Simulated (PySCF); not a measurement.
## GeF₂ + N₂ → GeN₂ + F₂

Level: PBE0 in the def2-TZVP basis family, all electrons, no relativity, computed in PySCF with density fitting; open shells unrestricted.

| species | state and structure | E (Eh) | ZPE (kJ/mol) | H(298 K) − H(0) (kJ/mol) | S° (J/(mol K)) |
| --- | --- | --- | --- | --- | --- |
| GeF₂ | singlet, C2v, Ge–F 1.745 Å (×2); F–Ge–F 97.1° | -2276.40758 | 9.7 | 11.8 | 271.2 |
| N₂ | singlet, D∞h, N–N 1.089 Å | -109.44629 | 14.9 | 8.7 | 191.4 |
| GeN₂ | triplet, D∞h, Ge–N 1.715 Å (×2) | -2185.94138 | 10.6 | 12.8 | 263.1 |
| F₂ | singlet, D∞h, F–F 1.376 Å | -199.40856 | 6.6 | 8.7 | 201.9 |

Problem. What is the electronic reaction energy?

Solution. At PBE0/def2-TZVP, ΔE = 1323.1 kJ/mol from the differences of the total energies times 2625.5, uphill. 

Problem. Add zero-point, thermal and entropy terms for 298.15 K and 1 bar.

Solution. ΔZPE = -7.4 and Δ[H(298) − H(0)] = 1.0 kJ/mol give ΔH° = 1316.7 kJ/mol. ΔS° = 2.4 J/(mol K), so ΔG° = 1316.7 − 298.15 × (0.0024) = 1316 kJ/mol.

Some spin contamination: GeN₂ (⟨S²⟩ 2.25). Only the bonding shown was studied: isomers, or loss of a ligand pair, can lie lower.
